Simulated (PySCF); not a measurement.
C5H12OSi, SMILES CC(C)([SiH2]C=O)C, GFN2-xTB optimised geometry.

```
19

C      0.04    -0.82     1.27
C      0.54    -0.12     0.00
C      2.06    -0.12     0.00
C      0.04     1.33     0.00
Si    -0.11    -1.04    -1.56
C     -2.02    -1.12    -1.45
O     -2.77    -0.42    -2.07
H      0.44    -0.32     2.15
H     -1.05    -0.79     1.33
H      0.36    -1.86     1.30
H      2.45    -1.14     0.02
H      2.45     0.37    -0.89
H      2.44     0.41     0.87
H     -1.05     1.37    -0.01
H      0.40     1.86    -0.87
H      0.39     1.85     0.89
H      0.37    -2.43    -1.57
H      0.26    -0.32    -2.78
H     -2.45    -1.86    -0.74
```

Density from B3LYP/def2-SVP run with PySCF at that geometry.

Minimum of the electron density along straight lines between bonded atoms, close to the bond critical point (lines longer than 1.1 times the sum of covalent radii, or with two minima, are not listed):

```json
[
 {"bond": "C1–C2", "length / Å": "1.531", "ρ at the minimum / e bohr⁻³": "0.242", "∇²ρ there / e bohr⁻⁵": "-0.54", "position (fraction from the first atom)": "0.50"},
 {"bond": "C2–C3", "length / Å": "1.530", "ρ at the minimum / e bohr⁻³": "0.243", "∇²ρ there / e bohr⁻⁵": "-0.54", "position (fraction from the first atom)": "0.50"},
 {"bond": "C2–C4", "length / Å": "1.531", "ρ at the minimum / e bohr⁻³": "0.242", "∇²ρ there / e bohr⁻⁵": "-0.54", "position (fraction from the first atom)": "0.50"},
 {"bond": "C2–Si5", "length / Å": "1.924", "ρ at the minimum / e bohr⁻³": "0.112", "∇²ρ there / e bohr⁻⁵": "0.26", "position (fraction from the first atom)": "0.62"},
 {"bond": "Si5–C6", "length / Å": "1.919", "ρ at the minimum / e bohr⁻³": "0.111", "∇²ρ there / e bohr⁻⁵": "0.29", "position (fraction from the first atom)": "0.38"},
 {"bond": "C6–O7", "length / Å": "1.205", "ρ at the minimum / e bohr⁻³": "0.409", "∇²ρ there / e bohr⁻⁵": "0.54", "position (fraction from the first atom)": "0.33"},
 {"bond": "C1–H8", "length / Å": "1.090", "ρ at the minimum / e bohr⁻³": "0.276", "∇²ρ there / e bohr⁻⁵": "-1.00", "position (fraction from the first atom)": "0.62"},
 {"bond": "C1–H9", "length / Å": "1.088", "ρ at the minimum / e bohr⁻³": "0.277", "∇²ρ there / e bohr⁻⁵": "-1.01", "position (fraction from the first atom)": "0.62"},
 {"bond": "C1–H10", "length / Å": "1.088", "ρ at the minimum / e bohr⁻³": "0.277", "∇²ρ there / e bohr⁻⁵": "-1.01", "position (fraction from the first atom)": "0.62"},
 {"bond": "C3–H11", "length / Å": "1.088", "ρ at the minimum / e bohr⁻³": "0.278", "∇²ρ there / e bohr⁻⁵": "-1.02", "position (fraction from the first atom)": "0.62"},
 {"bond": "C3–H12", "length / Å": "1.088", "ρ at the minimum / e bohr⁻³": "0.278", "∇²ρ there / e bohr⁻⁵": "-1.02", "position (fraction from the first atom)": "0.62"},
 {"bond": "C3–H13", "length / Å": "1.090", "ρ at the minimum / e bohr⁻³": "0.276", "∇²ρ there / e bohr⁻⁵": "-1.00", "position (fraction from the first atom)": "0.62"},
 {"bond": "C4–H14", "length / Å": "1.088", "ρ at the minimum / e bohr⁻³": "0.277", "∇²ρ there / e bohr⁻⁵": "-1.02", "position (fraction from the first atom)": "0.62"},
 {"bond": "C4–H15", "length / Å": "1.088", "ρ at the minimum / e bohr⁻³": "0.278", "∇²ρ there / e bohr⁻⁵": "-1.02", "position (fraction from the first atom)": "0.62"},
 {"bond": "C4–H16", "length / Å": "1.090", "ρ at the minimum / e bohr⁻³": "0.276", "∇²ρ there / e bohr⁻⁵": "-1.00", "position (fraction from the first atom)": "0.62"},
 {"bond": "Si5–H17", "length / Å": "1.468", "ρ at the minimum / e bohr⁻³": "0.116", "∇²ρ there / e bohr⁻⁵": "0.32", "position (fraction from the first atom)": "0.49"},
 {"bond": "Si5–H18", "length / Å": "1.461", "ρ at the minimum / e bohr⁻³": "0.118", "∇²ρ there / e bohr⁻⁵": "0.34", "position (fraction from the first atom)": "0.49"},
 {"bond": "C6–H19", "length / Å": "1.113", "ρ at the minimum / e bohr⁻³": "0.271", "∇²ρ there / e bohr⁻⁵": "-0.98", "position (fraction from the first atom)": "0.63"}
]
```
